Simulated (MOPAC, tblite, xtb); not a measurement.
Bond stretch in SMILES [SiH3]N([SiH3])[SiH3]. The N1–Si10 bond (N1 also carries Si, Si; Si10 carries H, H, H) is varied alone, starting from the PBE0/def2-SVP optimised geometry. Each curve is given relative to its own lowest point near equilibrium.

| R / Å | A | B | C |
|---|---|---|---|
| 1.46 | 1.520 | 1.985 | 2.158 |
| 1.53 | 0.704 | 1.003 | 0.986 |
| 1.66 | 0.043 | 0.161 | 0.097 |
| 1.69 | 0.000 | 0.081 | 0.033 |
| 1.76 | 0.007 | 0.000 | 0.000 |
| 1.82 | 0.101 | 0.017 | 0.064 |
| 1.90 | 0.306 | 0.123 | 0.230 |
| 1.97 | 0.528 | 0.269 | 0.420 |
| 2.15 | 1.158 | 0.776 | 0.993 |
| 2.31 | 1.743 | 1.303 | 1.519 |
| 2.58 | 2.863 | 2.204 | 2.366 |
| 2.89 | 4.218 | 3.117 | 3.175 |
| 3.26 | 5.395 | 3.952 | 3.820 |
| 3.66 | 6.173 | 4.541 | 4.158 |
| 4.31 | 6.796 | 5.001 | 4.379 |
| 5.08 | 7.134 | 5.161 | 4.481 |

Energies in eV.

Question: Assign the columns to these levels of theory: AM1, restricted, heats of formation run with MOPAC; GFN1-xTB in xtb 6.7.1; GFN2-xTB, 300 K electronic temperature run with tblite.

Answer: A is AM1; B is GFN1-xTB; C is GFN2-xTB.

The restricted form behind AM1 keeps the bonding electrons paired and can't separate into open-shell fragments.
